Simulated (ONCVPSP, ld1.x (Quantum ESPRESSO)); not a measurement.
Potentials for carbon (C) compared

Generated with ld1.x 7.5 (TM, RRKJ, ultrasoft, PAW), atompaw 4.2 or ONCVPSP 4.0.1. The cutoff is in Ry: for ld1.x and atompaw files where the sum of valence levels is converged to 10 mRy in a Bessel basis, for ONCV files where the hardest occupied wave has 1 mHa per electron of residual kinetic energy. The error is the largest all-electron minus pseudo excitation energy over each file’s own four to seven test configurations (ionisations up to +4, promotions, holes and added fractions of an electron), all of which were solved. The labels leave out finer settings (local radius, basis sizes, second energies), which also bear on the numbers. Spin-polarised tests are not counted. The rows are a selection from randomly drawn settings: files with unsolved tests, undetermined cutoffs or missed reference levels are left out.

A true bound ghost makes a file unfit for plane-wave use even where its test errors are small: the radial tests pick states by their node count and pass the ghost by.

| potential | cutoff (Ry) | largest error (meV) | bound ghosts |
| --- | --- | --- | --- |
| PAW, PBEsol, scalar-relativistic, rc 1.05/1.98/1.85 (spd), local smoothed, core correction yes, reference 2s2 2p0 | 25 | -7.0 | none |
| ONCV, PBE, scalar-relativistic, rc 1.30/2.95/2.85 (spd), local smoothed, core correction yes, reference 2s2 2p2, qcut 6.2/5.4/3.3, projectors 2/2/2 | 31 | +2087 | none |
| ONCV, PBE, scalar-relativistic, rc 0.95/2.90/2.20 (spd), local smoothed, core correction yes, reference 2s2 2p2, qcut 6.3/5/4.3, projectors 1/2/3 | 39 | +1834 | p |
| ONCV, PBE, non-relativistic, rc 1.10/1.65/1.35 (spd), local smoothed, core correction no, reference 2s2 2p1.75, qcut 4.6/10.3/8.3, projectors 2/1/2 | 135 | +134 | none |
| ONCV, PBE, scalar-relativistic, rc 0.85/2.15/2.35 (spd), local smoothed, core correction yes, reference 2s2 2p1, qcut 6.9/8.1/3.6, projectors 2/3/2 | 40 | +237 | none |

Q: Fill in the row for C: ONCV, PBE, scalar-relativistic, rc 1.35/3.00/3.00 (spd), local smoothed, core correction no, reference 2s1 2p3, qcut 4.5/5.1/3.1, projectors 3/2/2.

A: cutoff 49 Ry, largest error +2680 meV, bound ghosts: none.

Q: Fill in the row for C: ONCV, PBE, scalar-relativistic, rc 0.60/2.60 (sp), local smoothed, core correction no, reference 1s2 2s2 2p2, qcut 25.5/4.9, projectors 2/2.

A: cutoff 420 Ry, largest error +1595 meV, bound ghosts: p.

Q: Fill in the row for C: ONCV, LDA (Perdew-Zunger), scalar-relativistic, rc 0.85/2.30/2.20 (spd), local smoothed, core correction no, reference 2s1.75 2p2.25, qcut 7.7/5.9/4.2, projectors 3/3/2.

A: cutoff 63 Ry, largest error +1257 meV, bound ghosts: s, d.
